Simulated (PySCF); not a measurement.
Job file and geometry (Å, from GFN2-xTB) of an NMR shielding run on SMILES CC#C[B@H-]1CC(C)(C)[NH2+]1, C7H14BN, GIAO PBE0/pcSseg-1 NMR shielding, non-relativistic, gas phase (PySCF 2.14.0, density-fitted response routines); density fitting, a coarse starting grid and PySCF grid level 2 are the driver's defaults:

```
$ OMP_NUM_THREADS=1 python probes_run.py task.json out

{"job": {"kind": "nmr", "xc": "PBE0", "basis": "pcSseg-1"}, "charge": 0, "multiplicity": 1}
C      4.183178    -0.565524    -0.157590
C      2.874310    -0.135271     0.300271
C      1.793697     0.226909     0.687342
B      0.396872     0.680677     1.154651
C     -0.548683     1.372434     0.007436
C     -1.419222     0.113285    -0.004654
C     -2.844770     0.335848     0.479888
C     -1.398005    -0.651765    -1.320203
N     -0.637640    -0.629585     1.029822
H      4.742731    -1.018987     0.661934
H      4.082727    -1.297112    -0.961289
H      4.746539     0.289836    -0.532087
H      0.348437     1.123540     2.256079
H     -1.104596     2.262103     0.294248
H     -0.087129     1.566789    -0.957588
H     -2.839771     0.854885     1.436319
H     -3.386950     0.950308    -0.234685
H     -3.376485    -0.609899     0.591234
H     -1.918837    -1.605882    -1.230474
H     -0.370666    -0.835739    -1.628811
H     -1.886217    -0.067339    -2.096122
H     -0.183351    -1.464047     0.671697
H     -1.170920    -0.868479     1.859406
```

Question: What does the program print?

Answer: 
```
coarse grid: 18432 points
cycle   1  E = -354.0966966344  dE =  1.079e+00  |g| = 6.075e-01  |ddm| = 4.339e+00
cycle   2  E = -354.0672164843  dE =  2.948e-02  |g| = 7.023e-01  |ddm| = 1.628e+00
cycle   3  E = -354.1924370104  dE = -1.252e-01  |g| = 2.188e-01  |ddm| = 8.795e-01
cycle   4  E = -354.2040130907  dE = -1.158e-02  |g| = 4.195e-02  |ddm| = 1.904e-01
cycle   5  E = -354.2043982334  dE = -3.851e-04  |g| = 1.360e-02  |ddm| = 5.098e-02
cycle   6  E = -354.2044386592  dE = -4.043e-05  |g| = 3.206e-03  |ddm| = 1.458e-02
cycle   7  E = -354.2044409426  dE = -2.283e-06  |g| = 7.779e-04  |ddm| = 3.788e-03
final grid: 175864 points
cycle   8  E = -354.2564296346  dE = -6.654e-05  |g| = 1.008e-02  |ddm| = 4.903e-02
cycle   9  E = -354.2564206750  dE =  8.960e-06  |g| = 1.189e-02  |ddm| = 2.226e-02
cycle  10  E = -354.2564557385  dE = -3.506e-05  |g| = 1.335e-03  |ddm| = 1.255e-02
cycle  11  E = -354.2564561193  dE = -3.808e-07  |g| = 4.614e-04  |ddm| = 1.585e-03
cycle  12  E = -354.2564561572  dE = -3.791e-08  |g| = 2.444e-04  |ddm| = 5.182e-04
cycle  13  E = -354.2564561721  dE = -1.483e-08  |g| = 3.127e-05  |ddm| = 2.206e-04
cycle  14  E = -354.2564561722  dE = -1.899e-10  |g| = 1.165e-05  |ddm| = 3.765e-05
converged SCF energy = -354.2564561722

GIAO shielding tensors (ppm)
atom      isotropic    diamagn.    paramagn.     s11        s22        s33       span
  0 C      180.611     250.874     -70.263    172.905    173.778    195.150     22.245
  1 C       84.938     277.249    -192.312      2.468     10.902    241.443    238.974
  2 C       85.080     254.708    -169.628    -13.335     -7.538    276.114    289.449
  3 B      122.364     187.158     -64.794    112.213    116.006    138.873     26.660
  4 C      162.114     250.961     -88.847    136.922    161.020    188.398     51.476
  5 C      129.909     249.010    -119.101    103.002    125.672    161.053     58.052
  6 C      153.051     246.576     -93.525    131.898    142.879    184.375     52.477
  7 C      152.701     248.833     -96.132    133.116    141.447    183.542     50.425
  8 N      191.356     324.418    -133.063    148.787    198.530    226.749     77.962
  9 H       29.670      26.112       3.558     24.461     27.959     36.590     12.129
 10 H       29.744      31.092      -1.347     24.468     28.713     36.052     11.583
 11 H       29.621      27.112       2.509     24.609     27.891     36.362     11.753
 12 H       28.616      30.723      -2.107     25.703     28.581     31.563      5.860
 13 H       30.746      33.250      -2.504     27.069     29.595     35.573      8.504
 14 H       30.888      33.806      -2.918     27.973     29.489     35.202      7.229
 15 H       30.032      30.625      -0.593     26.224     28.692     35.180      8.956
 16 H       30.358      29.456       0.902     26.780     27.723     36.570      9.789
 17 H       30.706      29.885       0.821     26.907     28.341     36.870      9.963
 18 H       30.658      31.665      -1.008     27.036     28.307     36.630      9.593
 19 H       29.702      32.964      -3.262     25.524     29.521     34.060      8.536
 20 H       30.372      31.342      -0.969     26.879     27.732     36.506      9.627
 21 H       29.589      35.583      -5.994     25.649     27.093     36.023     10.374
 22 H       29.288      34.140      -4.852     24.474     26.708     36.682     12.209
```

Size and cost of the density-fitted run: 223 basis functions, 87 s wall time on 1 thread of an Arm Neoverse N1, shared host; peak memory 1.1 GiB.
